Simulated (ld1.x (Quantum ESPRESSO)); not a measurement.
Before and after: TM semilocal potential for Pd (Z = 46)

ld1.x (Quantum ESPRESSO) 7.5 input, shortened:

```
&input
   title='Pd', zed=46., rel=1, dft='PBESOL', iswitch=3,
   config='[Kr] 4d9 5s1 5p0'
 /
 &inputp
   pseudotype=1, tm=.true., lloc=2,
   nlcc=.true., rcore=0.75
 /
3
5S  1  0   1.00   0.00  1.85  1.85  0.0
5P  2  1   0.00   0.00  3.60  3.60  0.0
4D  3  2   9.00   0.00  1.10  1.10  0.0
 &test
   configts(1)='4d9 5s1 5p0'
 /
```

Change: wave 4d (bound): rc 1.10 bohr becomes 4d (bound): rc 1.32 bohr.

Cutoffs: the cutoffs (Ry, on a coarse ladder) from which the occupation-weighted sum of valence levels, in a spherical-Bessel basis at the reference potential, stays within 10 and 1 mRy of its value at 400 Ry; they do not see the model core or the augmentation charge, which bear on the density cutoff. Errors are all-electron minus pseudo energies relative to the spin-unpolarised reference configuration.

Problem. What does the change do?

Solution. The potential gets softer (80 Ry and 110 Ry → 70 Ry and 90 Ry); the errors of the 7 common tests hardly move; the range in which the d phases agree widens (upper end 3.6 → at the end of the scan); neither file shows a bound ghost. A larger radius leaves more room for a smooth pseudo-wave, so fewer plane waves are needed. A semilocal file is local in each channel, so a ghost entry of none says nothing of the separable form that plane-wave codes build from it.

```csv
quantity,base,changed
"cutoff, loose",80 Ry,70 Ry
"cutoff, tight",110 Ry,90 Ry
loose cutoff by channel (10 mRy a level),"s 18 Ry, d 60 Ry","s 18 Ry, d 55 Ry"
bound ghosts,none,none
"error for 4d10 5s0 5p0, meV [ΔE -1.51 eV]",-36,-35
"error for 4d9 5s0 5p0, meV [ΔE 7.61 eV]",-9.4,-9.4
"error for 4d8 5s0 5p0, meV [ΔE 28.43 eV]",-46,-47
"error for 4d9 5s0 5p1, meV [ΔE 3.80 eV]",0.0,+0.1
"error for 4d7 5s0 5p0, meV [ΔE 62.77 eV]",-297,-301
"error for 4d6 5s0 5p0, meV [ΔE 112.10 eV]",-946,-955
"error for 4d9.5 5s0 5p0, meV [ΔE 1.73 eV]",-22,-22
s: phases at 3.92 bohr within 0.05 rad from the reference energy up to (Ry; the scan ends near 5),0.9,0.9
p: phases at 3.92 bohr within 0.05 rad from the reference energy up to (Ry; the scan ends near 5),1.4,1.4
d: phases at 3.92 bohr within 0.05 rad from the reference energy up to (Ry; the scan ends near 5),3.6,to the end of the scan
```
